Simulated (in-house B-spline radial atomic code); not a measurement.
Settings and results of a run for the sulfur ion S⁶⁺ (an excited or competing configuration). Level of theory: Dirac-Hartree-Fock, average of configuration, Fermi nucleus of rms radius 3.2611 fm; calculated with a B-spline radial code for spherical atoms.

Command:
```bash
python run_scf.py task.json out
```
Settings (nuclear radius in fm, mass in u):
```
Z                16
configuration    [He] 2s2 2p5 4s1
hamiltonian      dirac
method           hf
spin_polarised   False
nucleus          fermi
rms_radius       3.2611
atomic_mass      31.97207
speed_of_light   137.035999084
```

Output (hartree, bohr):
```
 radial grid: 68 intervals, B-splines of order 8, outer radius 15.5224 bohr

 iter        energy (Eh)    residual
    1       -373.4437529    8.80e-01
    2       -380.2182724    1.65e-01
    3       -380.3768460    6.93e-02
    4       -380.4057505    2.95e-02
    5       -380.4120009    4.01e-03
    6       -380.4121473    3.13e-05
    7       -380.4121473    1.09e-06
    8       -380.4121473    1.68e-08

 total energy                     -380.412147
 kinetic                            382.63419
 electron-nucleus                  -858.58384
 electron-electron                   95.53750

 first-order corrections (not in the total)
   Gaunt                            0.08884
   retardation                     -0.00606
   frequency dependence            -0.00006
   self-energy                      0.06153
   Uehling                         -0.00405
   Wichmann-Kroll                   0.00001
   recoil                           0.00555

 orbital      occ     eigenvalue          <r>       <r^2>       <1/r>     <1/r^2>       <r^4>       r_max    small
 1s1/2      2.000      -98.07200    0.0965883   0.0125457     15.6846     499.469 0.000406858     0.06331  3.24e-03
 2s1/2      2.000      -13.90723     0.460583    0.250561     3.18337     42.0806    0.109924      0.3804  5.30e-04
 2p1/2      1.667      -11.81204     0.418377    0.215814     3.08972     13.3203   0.0950532      0.3166  5.06e-04
 2p3/2      3.333      -11.76035     0.420273    0.217621     3.07046      13.059   0.0964889      0.3182  5.04e-04
 4s1/2      1.000       -2.02830      2.60436     7.61904    0.541185     2.36574     80.0997       2.585  5.98e-05
```

Run time, properties included: 0.48 s on 1 thread of Arm Neoverse V2, on a shared host.

For the Dirac Hamiltonian the kinetic term is c α·p + (β - 1)c².
